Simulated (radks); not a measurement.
The numbers below are computed, except where a source is named.
Valence configurations of neutral promethium (all share [Xe]). Level of theory: Dirac Kohn-Sham, PBEsol, spin-unpolarised, spherical densities, point nucleus; open shells fill j = l - 1/2 first (a radial shooting solver on a logarithmic mesh with Libxc functionals). Energies are relative to 4f5 6s2; eigenvalues in eV.

| valence | E (eV) | e(4f5/2) | e(5d3/2) | e(6p1/2) | e(6s1/2) |
|---|---|---|---|---|---|
| 4f5 6s2 | 0.000 | -2.280 | - | - | -3.555 |
| 4f5 6s1.5 6p0.5 | 1.121 | -2.841 | - | -1.607 | -3.870 |
| 4f4 5d1 6s2 | 2.408 | -7.597 | -2.952 | - | -3.934 |
| 4f4 6s2 6p1 | 4.477 | -10.685 | - | -2.310 | -5.138 |
| 4f5 6p2 | 4.606 | -4.406 | - | -2.271 | - |
| 4f3 5d2 6s2 | 9.605 | -13.866 | -3.983 | - | -4.189 |
| 4f3.5 6s2 6p1.5 | 9.745 | -15.508 | - | -2.754 | -5.883 |
| 4f3 6s2 6p2 | 17.285 | -20.638 | - | -3.182 | -6.605 |

NIST lists [Xe] 4f5 6s2 as the ground configuration; this level of theory agrees among the configurations tried. The energies are those of spherical spin-averaged densities, not of single terms. No valid solution was reached for [Xe] 4f5.5 6s1.5; [Xe] 4f6 6s1.
